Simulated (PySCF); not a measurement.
Correlation energy of Au (gold, neutral)

[Xe] 4f14 5d10 6s1, 2S determinant. All numbers are calculated (PySCF 2.14, the spin-free X2C one-electron Hamiltonian (Gaussian nucleus), in x2c-TZVPPall with one added diffuse shell each of s, p, d, f type (12s8p8d4f1g, 113 functions)). Frozen: [Kr] 4d10 4f14; 19 electrons correlated.

```json
{"level": "CCSD", "correlation energy (mhartree)": "-559.62"}
{"level": "(T)", "correlation energy (mhartree)": "-19.52"}
{"level": "CCSD(T)", "correlation energy (mhartree)": "-579.14"}
```

Diagnostics: T1 = 0.013, D1 = 0.0612, largest double amplitude 0.017.

Cost of the coupled-cluster step: about 100 core-seconds, for 19 correlated electrons.

Iterations:

```
CC2 = 0
CCSD nocc = (np.int64(10), np.int64(9)), nmo = (83, 83)
frozen orbitals [[0, 1, 2, 3, 4, 5, 6, 7, 8, 9, 10, 11, 12, 13, 14, 15, 16, 17, 18, 19, 20, 21, 22, 24, 25, 26, 27, 28, 29, 30], [0, 1, 2, 3, 4, 5, 6, 7, 8, 9, 10, 11, 12, 13, 14, 15, 16, 17, 18, 19, 20, 21, 22, 24, 25, 26, 27, 28, 29, 30]]
max_cycle = 100
direct = 0
conv_tol = 1e-08
conv_tol_normt = 1e-06
diis_space = 8
diis_start_cycle = 0
Init t2, MP2 energy = -0.595190907402446
Init E_corr(UCCSD) = -0.59519090748653
cycle = 1  E_corr(UCCSD) = -0.542997462639798  dE = 0.0521934448  norm(t1,t2) = 0.0928802
cycle = 2  E_corr(UCCSD) = -0.561308765097596  dE = -0.0183113025  norm(t1,t2) = 0.030055
cycle = 3  E_corr(UCCSD) = -0.559137593342474  dE = 0.00217117176  norm(t1,t2) = 0.0158522
cycle = 4  E_corr(UCCSD) = -0.559348227466216  dE = -0.000210634124  norm(t1,t2) = 0.00488073
cycle = 5  E_corr(UCCSD) = -0.559657855147313  dE = -0.000309627681  norm(t1,t2) = 0.000908528
cycle = 6  E_corr(UCCSD) = -0.559636285504938  dE = 2.15696424e-05  norm(t1,t2) = 0.000207133
cycle = 7  E_corr(UCCSD) = -0.559620079382601  dE = 1.62061223e-05  norm(t1,t2) = 8.92108e-05
cycle = 8  E_corr(UCCSD) = -0.559620674432546  dE = -5.95049945e-07  norm(t1,t2) = 1.96054e-05
cycle = 9  E_corr(UCCSD) = -0.559621973391337  dE = -1.29895879e-06  norm(t1,t2) = 6.50673e-06
cycle = 10  E_corr(UCCSD) = -0.55962200928796  dE = -3.58966229e-08  norm(t1,t2) = 1.52639e-06
cycle = 11  E_corr(UCCSD) = -0.559621934708079  dE = 7.45798802e-08  norm(t1,t2) = 6.06438e-07
cycle = 12  E_corr(UCCSD) = -0.559621944504892  dE = -9.79681303e-09  norm(t1,t2) = 1.85395e-07
UCCSD converged
E(UCCSD) = -19009.34315068932  E_corr = -0.5596219445048924
UCCSD(T) correction = -0.0195195534297924
```

This basis was not built for core-valence correlation, so the inner-shell part is incomplete.
